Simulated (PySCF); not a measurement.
C₅H₈O, SMILES C1C(O)CC=C1.

Geometry optimised at B3LYP-D3(BJ)/def2-SVP. One conformer was computed; it need not be the lowest.

Calculation: TDDFT-ωB97X/def2-SVPD (PySCF 2.14.0).

Vertical excitations.  State labels are in the subgroup Cs.

Computed excitation energies, oscillator strengths and character:
```csv
state,symmetry,energy (eV),λ (nm),f,main pairs
S1,A",7.08,175,0.239,HOMO→LUMO 96 %
S2,A',7.32,169,0.016,HOMO→LUMO+1 90 %
S3,A",7.68,161,0.036,"HOMO−1→LUMO+1 61 %, HOMO−1→LUMO+4 25 %"
S4,A',7.71,161,0.007,HOMO−1→LUMO 92 %
S5,A',8.47,146,0.067,"HOMO→LUMO+2 60 %, HOMO→LUMO+4 14 %, HOMO→LUMO+7 9 %, HOMO→LUMO+5 9 %"
S6,A',8.57,145,0.021,"HOMO→LUMO+4 52 %, HOMO→LUMO+2 22 %, HOMO−3→LUMO 14 %"
S7,A",8.64,143,0.001,HOMO→LUMO+3 85 %
T1,A",4.30,289,0,HOMO→LUMO 93 %
T2,A',7.36,169,0,HOMO→LUMO+1 90 %
T3,A",7.43,167,0,"HOMO−1→LUMO+1 56 %, HOMO−1→LUMO+4 27 %"
T4,A',7.58,164,0,HOMO−1→LUMO 83 %
```
Triplets are in the Tamm–Dancoff approximation, which puts them higher than full response would, so one can lie above its singlet here.
